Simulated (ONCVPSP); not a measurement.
# u(r) = r·R(r): atom against pseudo-atom (iron)

Columns: radius, all-electron u(r) and pseudo u(r) of the 3s shell (level -93.13 eV) of iron in the configuration [Ne] 3s2 3p6 3d6 4s1 4p1; LDA (Perdew-Wang 92), non-relativistic, ONCV scheme, ONCVPSP 4.0.1.

```json
{"r (bohr)": "0.080", "all-electron": "-0.0250", "pseudo": "0.2146"}
{"r (bohr)": "0.160", "all-electron": "-0.6209", "pseudo": "0.4201"}
{"r (bohr)": "0.240", "all-electron": "-0.5290", "pseudo": "0.6081"}
{"r (bohr)": "0.320", "all-electron": "-0.0764", "pseudo": "0.7712"}
{"r (bohr)": "0.400", "all-electron": "0.4217", "pseudo": "0.9040"}
{"r (bohr)": "0.480", "all-electron": "0.8185", "pseudo": "1.0030"}
{"r (bohr)": "0.560", "all-electron": "1.0748", "pseudo": "1.0666"}
{"r (bohr)": "0.640", "all-electron": "1.2022", "pseudo": "1.0954"}
{"r (bohr)": "0.720", "all-electron": "1.2312", "pseudo": "1.0921"}
{"r (bohr)": "0.800", "all-electron": "1.1926", "pseudo": "1.0607"}
{"r (bohr)": "0.880", "all-electron": "1.1125", "pseudo": "1.0062"}
{"r (bohr)": "0.960", "all-electron": "1.0104", "pseudo": "0.9343"}
{"r (bohr)": "1.040", "all-electron": "0.8997", "pseudo": "0.8509"}
{"r (bohr)": "1.120", "all-electron": "0.7894", "pseudo": "0.7614"}
{"r (bohr)": "1.200", "all-electron": "0.6845", "pseudo": "0.6706"}
{"r (bohr)": "1.280", "all-electron": "0.5882", "pseudo": "0.5824"}
{"r (bohr)": "1.360", "all-electron": "0.5017", "pseudo": "0.4999"}
{"r (bohr)": "1.440", "all-electron": "0.4253", "pseudo": "0.4250"}
{"r (bohr)": "1.520", "all-electron": "0.3588", "pseudo": "0.3588"}
{"r (bohr)": "1.600", "all-electron": "0.3014", "pseudo": "0.3014"}
{"r (bohr)": "1.680", "all-electron": "0.2523", "pseudo": "0.2523"}
{"r (bohr)": "1.760", "all-electron": "0.2106", "pseudo": "0.2106"}
{"r (bohr)": "1.840", "all-electron": "0.1753", "pseudo": "0.1753"}
{"r (bohr)": "1.920", "all-electron": "0.1456", "pseudo": "0.1456"}
{"r (bohr)": "2.000", "all-electron": "0.1207", "pseudo": "0.1207"}
{"r (bohr)": "2.080", "all-electron": "0.0999", "pseudo": "0.0999"}
```

(1) How many radial nodes do the two functions have?

(2) At about which radius was the pseudo-wave matched?

(3) Is the pseudo-wave norm-conserving?

Answers

(1) The all-electron 3s function has n − l − 1 = 2 (the table is too coarse to show those close to the nucleus); the pseudo-wave has 0, since the states of the same l below it are removed with the core.

(2) 1.60 bohr. The columns agree to 0.0005 from 1.44 bohr on; several derivatives are matched, so the curves merge somewhat inside the radius.

(3) Yes: the ONCV scheme keeps the norm inside the radius equal to the all-electron one, which fixes the energy derivative of the logarithmic derivative at the level.
